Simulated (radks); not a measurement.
Initial-state core-level shifts of the ytterbium ion Yb2+ when its valence configuration changes from [Xe] 4f14. Calculated with a radial shooting solver on a logarithmic mesh with Libxc functionals: Dirac Kohn-Sham, LDA (Slater exchange, Perdew-Wang correlation), spin-unpolarised, spherical densities, finite nucleus; open shells fill j = l - 1/2 first; Fermi nuclear charge, rms radius 5.3108 fm. Shifts are changes of the shell-averaged eigenvalues in eV (positive: less bound); the change of the density at the nucleus, which sets a Mossbauer isomer shift, is in e/bohr^3, on a base of 1.022e+06.

| valence | 3s | 3d | 4s | 5p | density at nucleus |
|---|---|---|---|---|---|
| 4f13 6s1 | -10.545 | -10.463 | -10.335 | -5.864 | +115.7 |
| 4f13 5d1 | -7.862 | -7.764 | -7.633 | -3.296 | +39.0 |
| 4f13.5 6s0.5 | -5.019 | -4.981 | -4.942 | -2.870 | +54.1 |
| 4f13 6s0.5 6p0.5 | -11.115 | -11.034 | -10.909 | -6.423 | +81.9 |
| 4f12 5d1 6s0.5 6p0.5 | -20.408 | -20.205 | -19.737 | -9.829 | +132.8 |
| 4f13.5 6p0.5 | -5.597 | -5.559 | -5.524 | -3.446 | +22.0 |
| 4f13 6p1 | -11.680 | -11.599 | -11.477 | -6.974 | +47.7 |
| 4f11 5d2 6s0.5 6p0.5 | -30.725 | -30.378 | -29.329 | -13.180 | +190.2 |
| 4f12 5d1 6p1 | -20.959 | -20.756 | -20.291 | -10.361 | +96.1 |
